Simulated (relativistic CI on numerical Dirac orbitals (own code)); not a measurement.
## Electric-dipole lines of Ca¹¹⁺

These numbers are calculated, not measured: Dirac-Coulomb-Breit CI, KLI orbitals optimised for each configuration, model QED, unscaled Slater integrals (own radial code, finite nucleus).

CI space (outside the closed core 1s2): 2s²2p⁵, 2s2p⁶, 2s²2p⁴3s, 2p⁶3s, 2s²2p⁴3p, 2p⁶3p, 2s²2p⁴3d, 2p⁶3d, 2s2p⁵3s, 2s2p⁵3p, 2s2p⁵3d, 2s²2p⁴4s, 2s²2p⁴4p, 2s²2p⁴4d, 2s²2p⁴4f, 2s²2p³3s². Levels of other configurations are missing.

| λ vac (Å) | Lower | Upper | A (s⁻¹) | log gf | S velocity/length |
| --- | --- | --- | --- | --- | --- |
| 22.880 | 2s²2p⁵ ²P°3/2 [1] | 2s²2p⁴4d ²D5/2 [177] | 1.12e+12 | -0.28 | 0.94 |
| 23.192 | 2s²2p⁵ ²P°3/2 [1] | 2s²2p⁴4d ²D5/2 [154] | 1.50e+12 | -0.14 | 0.94 |
| 27.671 | 2s²2p⁵ ²P°1/2 [2] | 2s²2p⁴3d ²D3/2 [60] | 2.06e+12 | -0.02 | 0.98 |
| 27.767 | 2s2p⁶ ²S1/2 [3] | 2s2p⁵3d ²P°1/2 [157] | 2.93e+12 | -0.17 | 0.98 |
| 27.775 | 2s2p⁶ ²S1/2 [3] | 2s2p⁵3d ²P°3/2 [156] | 2.59e+12 | 0.08 | 0.98 |
| 27.970 | 2s²2p⁵ ²P°3/2 [1] | 2s²2p⁴3d ²D5/2 [56] | 4.65e+12 | 0.51 | 0.98 |
| 27.984 | 2s²2p⁵ ²P°3/2 [1] | 2s²2p⁴3d ²P3/2 [55] | 5.12e+12 | 0.38 | 0.93 |
| 28.116 | 2s²2p⁵ ²P°3/2 [1] | 2s²2p⁴3d ²S1/2 [52] | 3.60e+12 | -0.07 | 0.92 |
| 28.129 | 2s²2p⁵ ²P°1/2 [2] | 2s²2p⁴3d ²D3/2 [58] | 3.89e+12 | 0.27 | 0.98 |
| 28.133 | 2s²2p⁵ ²P°1/2 [2] | 2s²2p⁴3d ²P1/2 [57] | 4.75e+12 | 0.05 | 0.93 |
| 28.510 | 2s²2p⁵ ²P°3/2 [1] | 2s²2p⁴3d ²D5/2 [49] | 1.74e+12 | 0.11 | 0.97 |
| 29.013 | 2s2p⁶ ²S1/2 [3] | 2s2p⁵3d ²P°3/2 [107] | 4.12e+12 | 0.32 | 0.97 |
| 29.139 | 2s2p⁶ ²S1/2 [3] | 2s2p⁵3d ²P°1/2 [105] | 4.02e+12 | 0.01 | 0.97 |
| 96.424 | 2s²2p⁴3p ⁴D°7/2 [14] | 2s²2p⁴4d ⁴F9/2 [126] | 1.26e+11 | 0.25 | 1.03 |
| 114.18 | 2s²2p⁴3d ²D5/2 [59] | 2s²2p⁴4f ²F°7/2 [195] | 3.44e+11 | 0.73 | 0.93 |
| 114.66 | 2s²2p⁴3d ⁴D7/2 [33] | 2s²2p⁴4f ⁴F°9/2 [144] | 2.51e+11 | 0.69 | 0.98 |
| 114.80 | 2s²2p⁴3d ⁴D5/2 [34] | 2s²2p⁴4f ⁴F°7/2 [145] | 1.63e+11 | 0.41 | 0.98 |
| 116.64 | 2s²2p⁴3d ²G7/2 [50] | 2s²2p⁴4f ²H°9/2 [180] | 3.11e+11 | 0.80 | 1.00 |
| 116.66 | 2s²2p⁴3d ²G9/2 [51] | 2s²2p⁴4f ²H°11/2 [181] | 3.20e+11 | 0.89 | 1.00 |
| 116.94 | 2s²2p⁴3d ⁴P5/2 [45] | 2s²2p⁴4f ⁴D°7/2 [169] | 1.93e+11 | 0.50 | 0.98 |
| 117.22 | 2s²2p⁴3d ⁴F9/2 [37] | 2s²2p⁴4f ⁴G°11/2 [147] | 3.18e+11 | 0.90 | 1.00 |
| 117.44 | 2s²2p⁴3d ²F7/2 [43] | 2s²2p⁴4f ⁴G°9/2 [161] | 2.51e+11 | 0.72 | 0.99 |
| 118.31 | 2s²2p⁴3d ⁴F7/2 [38] | 2s²2p⁴4f ²G°9/2 [148] | 2.61e+11 | 0.74 | 0.99 |
| 118.62 | 2s²2p⁴3d ²F5/2 [47] | 2s²2p⁴4f ⁴D°7/2 [166] | 2.26e+11 | 0.58 | 0.99 |
| 119.03 | 2s²2p⁴3d ²F5/2 [53] | 2s²2p⁴4f ²G°7/2 [182] | 2.15e+11 | 0.56 | 1.00 |
| 119.40 | 2s²2p⁴3d ²F7/2 [54] | 2s²2p⁴4f ²G°9/2 [183] | 2.61e+11 | 0.75 | 1.00 |
| 125.80 | 2s²2p⁴3s ²D5/2 [9] | 2s2p⁵3s ²P°3/2 [78] | 1.06e+11 | 0.00 | 0.62 |
| 453.38 | 2s²2p⁴3p ⁴D°7/2 [14] | 2s²2p⁴3d ⁴F9/2 [37] | 5.42e+09 | 0.22 | 1.11 |
| 557.36 | 2s²2p⁴3s ⁴P5/2 [4] | 2s²2p⁴3p ⁴D°7/2 [14] | 2.93e+09 | 0.04 | 1.11 |
| 592.80 | 2s²2p⁴3s ²D5/2 [9] | 2s²2p⁴3p ²F°7/2 [26] | 2.44e+09 | 0.01 | 1.28 |

Terms are leading LS components. Brackets give the number of a level in order of energy, since labels repeat. The list gives strong lines, with weight on those to low levels, among the lowest 200 of 205 levels, so that lines to higher ones, which can be the strongest, are missing. Levels whose partners in the same complex of configurations lie outside the list can be far off, and so can their lines. Rates are taken at the computed energies, electric ones in the length gauge. A velocity-to-length ratio far from 1 marks an uncertain rate.

At this charge energies of transitions that change n are usually good to better than 1 %, and those within a shell (Δn = 0) to a few per cent.

LS names give the leading component of a level, which can be under half, so a name can repeat, a term be missing and a line seem to break the LS rules.
